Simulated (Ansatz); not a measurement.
Reaction (homolysis of the O–Si bond): `F[SiH2][O][GeH2][Cl]` → `[O][GeH2][Cl]`• + `F[SiH2]`•

Gas-phase electronic energies from Ansatz, PBE0-D4/def2-TZVP geometries. CCSD(T)/CBS is the MP2 limit (def2-TZVPP, def2-QZVPP) plus CCSD(T) − MP2 in def2-TZVPP, frozen cores. This one scheme is used for every species. Functionals use def2-TZVPP. No spin–orbit coupling; open shells (•) take unrestricted orbitals. For Ge outer-core shells are correlated without core-valence functions, which leaves a few kJ/mol of doubt a bond. Scalar relativity is left out up to krypton. One conformer a species, not always the lowest.

`F[SiH2][O][GeH2][Cl]`:

Z-matrix (Å, degrees):
```
Si
O 1 1.623
F 1 1.597 2 109.6
H 1 1.479 2 111.5 3 -118.2
H 1 1.477 2 107.7 3 117.1
Ge 2 1.763 1 137.7 3 55.8
Cl 6 2.146 2 107.7 1 35.2
H 6 1.529 2 109.1 1 -82.0
H 6 1.528 2 106.7 1 151.6
```

`[O][GeH2][Cl]`•:

Cartesian coordinates in Å:
```
O 0.442 -0.128 1.694
Ge 0.007 -0.130 -0.033
Cl -0.397 1.862 -0.717
H -1.282 -0.947 -0.155
H 1.230 -0.656 -0.789
```

`F[SiH2]`•:

```xyz
4

F     0.735   -0.998   -0.797
Si   -0.322    0.058   -0.215
H     0.364    1.376   -0.102
H    -0.776   -0.435    1.115
```

Q: What is ΔE at CCSD(T)/CBS? (An estimate is asked.)

A: Ansatz gave: +6.18 eV.

Q: What do these levels give: revPBE-D4, r2SCAN-D4, PBE0-D4, r2SCANh, RPA@PBE/def2-TZVPP, CCSD/def2-SVP, MP2/def2-TZVPP, SCS-MP2/def2-TZVPP, CCSD/def2-TZVPP, CCSD(T)/def2-TZVPP, SCS-MP2/def2-QZVPP, CCSD/CBS(def2)? (An estimate is asked.)

A: Ansatz gave: revPBE-D4 5.53, r2SCAN-D4 5.73, PBE0-D4 5.78, r2SCANh 5.71, RPA@PBE/def2-TZVPP 5.74, CCSD/def2-SVP 5.74, MP2/def2-TZVPP 6.41, SCS-MP2/def2-TZVPP 6.26, CCSD/def2-TZVPP 5.93, CCSD(T)/def2-TZVPP 6.02, SCS-MP2/def2-QZVPP 6.37, CCSD/CBS(def2) 6.10 eV.

Largest T1 diagnostic among the species: 0.014.

From PBE to PBE0 (25 % exact exchange), in def2-TZVPP and without D4, ΔE moves by +0.10 eV. At CCSD(T), def2-SVP lies −0.40 eV from the extrapolated value and def2-TZVPP −0.16 eV: correlation converges slowly with the basis, and small sets miss more of it in the bonded molecule than in its fragments.
